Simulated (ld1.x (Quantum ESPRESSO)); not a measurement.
**Before and after: ultrasoft potential for molybdenum (Mo)**

| Item | Value |
| --- | --- |
| Element | Mo (Z = 42) |
| Generator | ld1.x (Quantum ESPRESSO) 7.5 |
| Type | ultrasoft |
| Functional | PBE |
| Relativity | scalar-relativistic |
| Frozen core | [Kr] |
| Valence charge | 6 |
| Reference configuration | 4d5.5 5s0.5 5p0 |
| Partial waves | 5s (bound): rcut 2.50, rcutus 3.00 bohr; 5s channel at 4.1 Ry: rcut 2.50, rcutus 3.00 bohr; 5p (bound, empty): rcut 2.90, rcutus 3.80 bohr; 5p channel at 0.8 Ry: rcut 2.90, rcutus 3.80 bohr; 4d (bound): rcut 2.20, rcutus 2.45 bohr; 4d channel at 3.75 Ry: rcut 2.20, rcutus 2.45 bohr |
| Local potential | all-electron potential smoothed inside 2.10 bohr (lloc = -1) |
| Core correction | a·sin(br)/r model core, default radius (core density twice the valence density) |
| Augmentation charge | PSQ, inside the norm-conserving radii |

Change: all radii but the core radius scaled by about 1.26 (s 3.78, p 4.78, d 3.08 bohr, rcut 3.14/3.66/2.76); local potential all-electron potential smoothed inside 2.64 bohr (lloc = -1).

Cutoffs: the cutoffs (Ry, on a coarse ladder) from which the occupation-weighted sum of valence levels, in a spherical-Bessel basis at the reference potential, stays within 10 and 1 mRy of its value at 400 Ry; they do not see the model core or the augmentation charge, which bear on the density cutoff. Errors are all-electron minus pseudo energies relative to the spin-unpolarised reference configuration.

Q: What does the change do?

A: The potential gets softer (18 Ry and 30 Ry → 10 Ry and 15 Ry); the bound ghost in s disappears; the number of tests with a reliable result goes from 7 to 0 (the test run of the changed file stopped, so its transferability is not established). A larger radius leaves more room for a smooth pseudo-wave, so fewer plane waves are needed.

| quantity | base | changed |
| --- | --- | --- |
| cutoff, loose | 18 Ry | 10 Ry |
| cutoff, tight | 30 Ry | 15 Ry |
| loose cutoff by channel (10 mRy a level) | s 6 Ry, d 15 Ry | s 6 Ry, d 8 Ry |
| bound ghosts | s | none |
| tests with a reliable result | 7 of 7 | 0 of 7 (the test run stopped) |
| lowest overlap eigenvalue by channel | s 0.45, p 0.44, d 0.80 | s 0.01, p 0.39, d 0.81 |

 A true bound ghost makes a file unfit for plane-wave use even where its test errors are small: the radial tests pick states by their node count and pass the ghost by.
